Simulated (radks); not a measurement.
Problem. Ag3+, 44 electrons, occupied as [Ar] 3d10 4s2 4p5 4d8 4f1 (not the ground configuration). Calculated with a radial shooting solver on a logarithmic mesh with Libxc functionals: Dirac Kohn-Sham, exchange-only B88, spin-unpolarised, spherical densities, finite nucleus; open shells fill j = l - 1/2 first; Fermi nuclear charge, rms radius 4.5454 fm. Some entries of the table are withheld. Estimate them.

| orbital | occ. | eigenvalue (hartree) | <r> (bohr) |
|---|---|---|---|
| 1s1/2 | 2 | -932.3588 | 0.03111 |
| 2s1/2 | 2 | (1) | (2) |
| 2p1/2 | 2 | (3) | (4) |
| 2p3/2 | 4 | (5) | (6) |
| 3s1/2 | 2 | -26.95368 | 0.3683 |
| 3p1/2 | 2 | (7) | 0.3599 |
| 3p3/2 | 4 | (8) | 0.3708 |
| 3d3/2 | 4 | (9) | 0.3435 |
| 3d5/2 | 6 | (10) | 0.3470 |
| 4s1/2 | 2 | -5.23859 | 0.8985 |
| 4p1/2 | 2 | -4.00632 | 0.9553 |
| 4p3/2 | 3 | -3.80822 | 0.9832 |
| 4d3/2 | 4 | -1.89292 | 1.194 |
| 4d5/2 | 4 | -1.86608 | 1.205 |
| 4f5/2 | 1 | -0.43114 | 3.651 |
| 4f7/2 | 0 | -0.43098 | 3.655 |

Solution. 
(1) 2s1/2 eigenvalue (hartree): -138.8402
(2) 2s1/2 <r> (bohr): 0.1345
(3) 2p1/2 eigenvalue (hartree): -129.1774
(4) 2p1/2 <r> (bohr): 0.1141
(5) 2p3/2 eigenvalue (hartree): -122.7294
(6) 2p3/2 <r> (bohr): 0.1192
(7) 3p1/2 eigenvalue (hartree): -23.10805
(8) 3p3/2 eigenvalue (hartree): -21.96939
(9) 3d3/2 eigenvalue (hartree): -15.15573
(10) 3d5/2 eigenvalue (hartree): -14.92626
